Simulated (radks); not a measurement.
Species: Au3+. Configuration: [Kr] 4d10 4f14 5s1.75 5p6 5d8.25 (fractional occupations, a model configuration). Calculated with a radial shooting solver on a logarithmic mesh with Libxc functionals: scalar-relativistic Kohn-Sham, PBE, spin-polarised, spherical densities, finite nucleus; open shells are filled with parallel spins first (spin-orbit coupling, left out, can overturn this in heavy ions); Fermi nuclear charge, rms radius 5.4371 fm.

Normalised radial functions P(r) = r R(r), r in bohr:

r,4f down,5p up,5d down
0.001801,0.0000,0.0064,0.0000
0.002421,0.0000,0.0104,0.0001
0.003255,0.0000,0.0168,0.0002
0.004377,0.0000,0.0270,0.0004
0.005884,0.0000,0.0430,0.0010
0.007911,0.0001,0.0673,0.0021
0.01064,0.0002,0.1027,0.0046
0.0143,0.0005,0.1508,0.0099
0.01923,0.0014,0.2093,0.0204
0.02585,0.0041,0.2671,0.0406
0.03475,0.0111,0.2980,0.0764
0.04672,0.0290,0.2606,0.1335
0.06282,0.0710,0.1142,0.2099
0.08446,0.1611,-0.1342,0.2835
0.1136,0.3323,-0.3711,0.3012
0.1527,0.6093,-0.3844,0.1926
0.2053,0.9690,-0.0399,-0.0639
0.276,1.3053,0.4563,-0.3545
0.374,1.4565,0.5870,-0.4438
0.5028,1.3147,0.0628,-0.1696
0.676,0.9539,-0.7263,0.3453
0.9089,0.5455,-1.1390,0.7924
1.222,0.2368,-0.9563,0.9293
1.643,0.0740,-0.5050,0.7578
2.209,0.0153,-0.1666,0.4534
2.97,0.0019,-0.0315,0.1930
3.993,0.0001,-0.0029,0.0525
5.368,0.0000,-0.0001,0.0078
7.217,0.0000,0.0000,0.0005

4f down: eigenvalue -118.62 eV, 0 radial nodes, <r> = 0.497 bohr, 90 % of the charge inside 0.798 bohr. 5p up: eigenvalue -96.925 eV, 3 radial nodes at r = 0.0727, 0.210, 0.515 bohr, <r> = 1.06 bohr, 90 % of the charge inside 1.53 bohr. 5d down: eigenvalue -40.229 eV, 2 radial nodes at r = 0.193, 0.559 bohr, <r> = 1.43 bohr, 90 % of the charge inside 2.17 bohr.
